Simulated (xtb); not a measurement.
xtb input:

```bash
xtb mol.xyz --gfn 1 --sp --chrg 0 --uhf 0
```
mol.xyz:
```
5

Sn     0.00000000     0.00000000     0.00000000
H     -1.12928612     1.16103262    -0.54381784
H      0.26993956    -1.15254676    -1.23198634
H     -0.61307219    -0.78386854     1.38878160
H      1.47241875     0.77538268     0.38702257
```

Problem. Predict the final energy.

Solution. -4.62739 Eh (GFN1-xTB).
